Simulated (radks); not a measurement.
Fe9+, configuration [Ne] 3s2 3p5.

Calculated with a radial shooting solver on a logarithmic mesh with Libxc functionals: Dirac Kohn-Sham, relativistic LDA (MacDonald-Vosko exchange, VWN5 correlation), spin-unpolarised, spherical densities, finite nucleus; open shells fill j = l - 1/2 first; Fermi nuclear charge, rms radius 3.7377 fm.

Energy parts (hartree):
total: -1239.99780
kinetic: 1255.58485
electron-nucleus: -2830.47268
Hartree: 380.39802
exchange-correlation: -45.50799

Orbitals (lengths in bohr, moments of r in powers of bohr):
orbital,occ.,eigenvalue (hartree),<1/r>
1s1/2,2,-263.9940,25.89
2s1/2,2,-38.15177,5.576
2p1/2,2,-34.09318,5.527
2p3/2,4,-33.63607,5.430
3s1/2,2,-10.45339,1.946
3p1/2,2,-9.21020,1.867
3p3/2,3,-9.13305,1.846

The highest occupied level is 3p3/2 at -248.52 eV. The density falls to 0.001 e/bohr^3 at r = 1.88 bohr. For comparison, the ionisation energy in NIST's Atomic Spectra Database is 262.1 eV (semi-empirical). In exact Kohn-Sham theory the highest level is minus the ionisation energy, but local and semilocal functionals leave it too shallow, through self-interaction and a potential that decays too fast; potentials with the right tail come closer.

Beside tabulated values, note that spin-unpolarised runs miss the spin-polarisation part of the exchange energy of open shells.
